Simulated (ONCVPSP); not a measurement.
## Sn (Z = 50): variants of one ONCV potential

Base potential:

ONCVPSP 4.0.1 input, shortened (lines: element, Z, core and valence counts, functional; n l f; lmax; l rc ep ncon nbas qcut; lloc lpopt rc5 dvloc0; l nproj debl; icmod fcfact rcfact), PBE, fully relativistic:

```
  Sn 50.00    9    2        4      upf
    1    0    2.00
    2    0    2.00
    2    1    6.00
    3    0    2.00
    3    1    6.00
    3    2   10.00
    4    0    2.00
    4    1    6.00
    4    2   10.00
    5    0    2.00
    5    1    2.00
    2
    0    2.20    0.00    3    7    2.30
    1    2.30    0.00    5    8    3.70
    2    2.40    0.23    4    9    3.80
    4    5    1.45    2.00
    0    2    3.10
    1    2    0.30
    2    3    3.80
    0    0.00    0.00
```

Open shells are filled in proportion to 2j + 1.

All-electron outer shells of the reference configuration (PBE, scalar-relativistic, ld1.x):

| shell | level (eV) | outermost node (bohr) | outermost maximum (bohr) |
| --- | --- | --- | --- |
| 4p | -89.70 | 0.41 | 0.79 |
| 4d | -25.84 | 0.39 | 0.88 |
| 5s | -10.55 | 0.98 | 2.01 |
| 5p | -3.69 | 1.09 | 2.55 |

Cutoffs, loose and tight: the cutoffs (Ha) at which the residual kinetic energy of the hardest occupied pseudo-wave falls to 1 and 0.1 mHa per electron. They do not see the model core or the augmentation charge, which bear on the density cutoff. Test errors are all-electron minus pseudo excitation energies from the reference, over the configurations 5s2 5p1; 5s2 5p0; 5s1 5p0; 5s0 5p4. A dash means not determined; rows that change the core or the reference have their own tests.

For the base: The cutoffs count occupied waves only; projector 3 of the d channel, the hardest unoccupied one, needs 89 Ha at the loose tolerance.

A true bound ghost makes a file unfit for plane-wave use even where its test errors are small: the radial tests pick states by their node count and pass the ghost by.

```tsv
change	outcome	cutoff, loose	cutoff, tight	bound ghosts	GHOST(+) flags above zero	largest test error (meV)
base	generated	24 Ha	40 Ha	none	s, p3/2, d5/2, p1/2, d3/2	+123
s: ncon 4, nbas 8	generated	29 Ha	36 Ha	none	s, p3/2, d5/2, p1/2, d3/2	+137
local potential polynomial inside 1.75 bohr (lpopt 5, dvloc0 0 Ha)	generated	24 Ha	40 Ha	none	s, d5/2, p1/2, d3/2	+123
reference 5s2; wave 5p: rc 2.30 bohr, ncon 5, nbas 8, qcut 3.7 1/bohr, 2 projectors, debl 0.3 Ha becomes p scattering state at 0.02 Ha: rc 2.30 bohr, ncon 5, nbas 8, qcut 3.7 1/bohr, 2 projectors, debl 0.3 Ha	generated, projector energies reset by the program	26 Ha	44 Ha	none	s, p3/2, p1/2, d3/2	+139
all radii scaled by about 1.20 (s 2.64, p 2.76, d 2.88 bohr); local potential polynomial inside 1.74 bohr (lpopt 5, dvloc0 2 Ha)	generated	8.2 Ha	22 Ha	none	s	+58
s: rc 1.56	generated	23 Ha	62 Ha	none	s, p3/2, d5/2, p1/2, d3/2	+147
scalar-relativistic	generated	24 Ha	40 Ha	none	s, d	+112
core [Ar] 3d10, valence charge 22; reference 4s2 4p6 4d10 5s2 5p2; waves now 4s+5s: rc 1.50 bohr, ncon 4, nbas 8, qcut 8.1 1/bohr, 2 projectors; 4p+5p: rc 1.45 bohr, ncon 4, nbas 8, qcut 7.7 1/bohr, 2 projectors; 4d: rc 1.70 bohr, ncon 3, nbas 7, qcut 10 1/bohr, 2 projectors, debl 0.9 Ha; f scattering state at 0.39 Ha: rc 1.45 bohr, ncon 5, nbas 8, qcut 7.9 1/bohr, 2 projectors, debl 1.4 Ha; local potential polynomial inside 1.40 bohr (lpopt 5, dvloc0 -1 Ha)	generated, projector energies reset by the program	34 Ha	39 Ha	none	none	+30
s: qcut 3; p: qcut 4.9; d: qcut 5	generated	6.9 Ha	28 Ha	p3/2, p1/2	s, d5/2, d3/2	+139
s: nbas 8	generated	33 Ha	54 Ha	none	s, p3/2, d5/2, p1/2, d3/2	+120
```

(1) What comes out with this change to the base: local potential polynomial inside 1.45 bohr (lpopt 5, dvloc0 -2 Ha)?

(2) What comes out with this change to the base: d: debl 0.75?

## Answers

(1) outcome: generated; cutoff, loose: 24 Ha; cutoff, tight: 40 Ha; bound ghosts: s; GHOST(+) flags above zero: p3/2, d5/2, p1/2, d3/2; largest test error (meV): 4 of 4 tests not solved or not reliable.

(2) outcome: generated; cutoff, loose: 24 Ha; cutoff, tight: 40 Ha; bound ghosts: d5/2, d3/2; GHOST(+) flags above zero: s, p3/2, p1/2; largest test error (meV): +123.
